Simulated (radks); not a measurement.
Question: Species: S+. Configuration: [He] 2s2 2p5 3s2 3p3 4s1 (not the ground configuration). All-electron calculation, scalar-relativistic Kohn-Sham, PBE, spin-polarised, spherical densities, point nucleus; open shells are filled with parallel spins first. Program: a radial shooting solver on a logarithmic mesh with Libxc functionals. Some entries of the table are withheld. Estimate them.

orbital  occ.  eigenvalue (eV)  <r^2> (bohr^2)  <1/r> (bohr^-1)
1s up       1        -2462.217         0.01263            15.66
1s down     1        -2459.577         0.01260            15.67
2s up       1        -253.9633          0.2592            3.146
2s down     1        -249.6228          0.2609            3.130
2p up       3        -201.0059          0.2253            3.051
2p down     2        -195.9466          0.2279            3.035
3s up       1              (1)           2.547           0.9295
3s down     1              (2)           2.636           0.9205
3p up       3              (3)           3.131           0.8275
3p down     0              (4)           3.354           0.8084
3d up       0          -9.2661           6.157           0.5789
4s up       1          -8.0490           19.47           0.3160
4p up       0          -5.6950           27.28           0.2659

Answer: 
(1) 3s up eigenvalue (eV): -37.7842
(2) 3s down eigenvalue (eV): -33.3839
(3) 3p up eigenvalue (eV): -25.7357
(4) 3p down eigenvalue (eV): -21.5555
